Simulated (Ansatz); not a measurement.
Dissociation curve of SiH, doublet.

Level of theory: full CI/aug-cc-pVTZ, frozen core (Ansatz, an electronic-structure program).

**Question.** Relative to R = 1.53 Å, what are the energies at R = 1.11, 1.43, 1.70, 1.80 Å?

**Answer.** 95.9 mEh at 1.11 Å, 3.1 mEh at 1.43 Å, 6.1 mEh at 1.70 Å, 13.4 mEh at 1.80 Å.
